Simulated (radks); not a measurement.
Coulomb parameter of the 4f shell of neutral holmium in the model configuration [Xe] 4f9.5 5d1.5 6s2, as a second difference U = [E(n + 0.25) + E(n - 0.25) - 2 E(n)] / (0.25)^2 with all orbitals relaxed. "Bare": the charge of the atom changes with n. "Screened": the 5d shell takes up the change at fixed total charge, which measures U(4f,4f) + U(5d,5d) - 2 U(4f,5d). Calculated with a radial shooting solver on a logarithmic mesh with Libxc functionals: Dirac Kohn-Sham, BLYP, spin-unpolarised, spherical densities, finite nucleus; open shells are shared between the two j in proportion to 2j + 1; Fermi nuclear charge, rms radius 5.2022 fm.

case,configuration,E - E(n) (eV)
start,[Xe] 4f9.5 5d1.5 6s2,0.000
bare +0.25,[Xe] 4f9.75 5d1.5 6s2,-2.664
bare -0.25,[Xe] 4f9.25 5d1.5 6s2,3.565
screened +0.25,[Xe] 4f9.75 5d1.25 6s2,-2.274
screened -0.25,[Xe] 4f9.25 5d1.75 6s2,2.636

U(bare) = 14.403 eV, U(screened by 5d) = 5.789 eV, against the Slater integral F0(4f,4f) = 32.559 eV with frozen orbitals. The step up makes a negative ion, whose loosely bound charge lowers the bare value.
